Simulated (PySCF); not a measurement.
Atoms are numbered as in `[N:1]#[C:2][C:3]([F:4])([F:5])[O:6][C:7]([F:8])([F:9])[F:10]`.

Theoretical values (PySCF 2.14): geometry: GFN2-xTB, σ from GIAO-PBE0/pcSseg-1. Single conformer, in vacuum, no relativistic terms, equivalent nuclei averaged.

References, each an isolated molecule treated in the same way: ¹³C (σ = 186.93 ppm) against TMS; NH3 for ¹⁵N (σ = 267.73 ppm); ¹⁹F (σ = 170.95 ppm) against CFCl3; ¹⁷O (σ = 336.08 ppm) vs H2O.

| atoms | nucleus | count | δ (ppm) |
| --- | --- | --- | --- |
| C2 | ¹³C | 1 | ? |
| O6 | ¹⁷O | 1 | 189.8 |
| C3 | ¹³C | 1 | ? |
| F8/F9/F10 | ¹⁹F | 3 | -68.3 |
| N1 | ¹⁵N | 1 | 316.1 |
| C7 | ¹³C | 1 | 127.8 |
| F4/F5 | ¹⁹F | 2 | -72.4 |

Complete the table.

Answers


- C3: 114.9 ppm, fully substituted sp3 carbon bonded to 2 F and O, α to a nitrile; 3 electronegative neighbours deshield it
- C2: 114.0 ppm, nitrile carbon; typical of a nitrile

Shifts are as computed. Against solution values, carbons near 30 ppm lie about +3 ppm off and those near 130 ppm about +5 ppm (rms about the fit 2.1 ppm; single classes can miss by 10 ppm). Of 1328 compounds with measured shifts, 309 miss one by over three times the rms of a fit or turn the order of signals round; such compounds aren't used in these exercises. Signals without a measured value on file couldn't be tested in this way; 1H shifts scatter by 0.2 ppm about their fit, and single ones miss by 0.5 ppm. Unscaled 19F shifts against computed CFCl3 carry errors that often reach 10 to 50 ppm. Experimental scales use liquid or dissolved standards, which lie at an offset from isolated NH3 (liquid NH3: subtract about 20 ppm) and H2O (liquid H2O: subtract about 36 ppm). Unscaled 15N shifts of sp2 nitrogen often come out too high even then, by a few to some tens of ppm.
